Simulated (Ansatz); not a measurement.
Input and output for C2H5BGe, SMILES `[BH]1C=[CH][GeH2]1`.

```yaml
crystal:
  periodic: [false, false, false]
  atoms:
    - {symbol: B, position_ang: [-0.739758, 1.012045, -0.302094]}
    - {symbol: C, position_ang: [0.632895, 0.943995, -0.749456]}
    - {symbol: C, position_ang: [1.310472, -0.172051, -0.004605]}
    - {symbol: Ge, position_ang: [-0.864075, -1.015463, 0.363956]}
    - {symbol: H, position_ang: [-1.346618, 1.813730, -0.574331]}
    - {symbol: H, position_ang: [1.552013, 1.637510, -1.157484]}
    - {symbol: H, position_ang: [2.021292, -0.361366, 0.466636]}
    - {symbol: H, position_ang: [-0.813776, -2.373376, -0.389179]}
    - {symbol: H, position_ang: [-1.397055, -1.210490, 2.147196]}
basis:
  gaussian: {orbitals: aug-cc-pVTZ, nuclear_model: gaussian}
hamiltonian: {xc: {name: SPW92}}
```

```sh
$ ansatz run in.yaml --threads 2 --pin off --events-out ev --progress --plain --max-ram 4352MiB
```

Output, abridged:

```
Functional definition: SPW92
1384 factors; their error is unknown
mean field evaluation 1: about -59215.9897 eV, gradient 7.5e1 eV
mean field evaluation 2: about -59059.0661 eV, gradient 1.9e2 eV
mean field evaluation 4: about -59224.5505 eV, gradient 4.4e1 eV
mean field evaluation 8: about -59231.3967 eV, gradient 7.1e-1 eV
mean field evaluation 16: about -59231.3653 eV, gradient 2.8e-4 eV
mean field -59231.36526192 eV, -2176.7125249141 hartree, gradient 6.7e-5 eV, S^2 0.000000; 0 other end points of the search recorded, 0 dependent functions left out
reference -59231.36533490 eV, -2176.7125275960 hartree; 27, 27 occupied and 285, 285 virtual orbitals, 1384 factors
Total energy: -59231.36533490 eV, -2176.7125275960 hartree
```

Run time 3 s (2 threads of an AMD EPYC 7B13 on a shared host); peak host memory 0.48 GiB.
